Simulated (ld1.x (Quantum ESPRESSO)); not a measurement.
**Pseudopotential generation for vanadium (V): PAW, PBEsol, scalar-relativistic.**

V, PAW, made with ld1.x (Quantum ESPRESSO) 7.5 (PBEsol, scalar-relativistic). Core [Ne], reference 3s2 3p6 3d3 4s2 4p0. Waves: 3s (bound): rcut 1.40, rcutus 1.95 bohr; 4s (bound): rcut 1.40, rcutus 1.95 bohr; 3p (bound): rcut 1.40, rcutus 1.85 bohr; 4p (bound, empty): rcut 1.40, rcutus 1.85 bohr; 3d (bound): rcut 2.05, rcutus 2.50 bohr; 3d channel at 2.4 Ry: rcut 2.05, rcutus 2.50 bohr. Local part: all-electron potential smoothed inside 1.45 bohr (lloc = -1). Core correction: a·sin(br)/r model core inside 1.30 bohr. Augmentation charge: BG, radius 1.50 bohr.

All-electron outer shells of the reference configuration (PBEsol, scalar-relativistic, ld1.x):

```csv
shell,level (eV),outermost node (bohr),outermost maximum (bohr)
2s,-601.89,0.09,0.26
2p,-502.79,–,0.21
3s,-70.03,0.38,0.82
3p,-43.95,0.35,0.84
3d,-5.18,–,0.90
4s,-4.72,1.17,2.76
4p,-1.43,1.30,3.63
```

Calculated quality:

* Configuration tests: test run stopped at test 1 of 7 (negative rho)
* Lowest eigenvalue of the overlap operator: -7.17 (p channel); it is negative, so in a basis up to 400 Ry S is not positive definite and the file is unfit for use

The ghost test of this file was not conclusive. Its overlap operator is not positive definite in a basis up to 400 Ry (lowest eigenvalue s -0.03, p -7.17), so the file is unfit for use: the generalised eigenproblem breaks down once the basis is large enough, and its test numbers describe a broken file.

Generation and tests took about 1.3 s on one core of a shared server CPU.
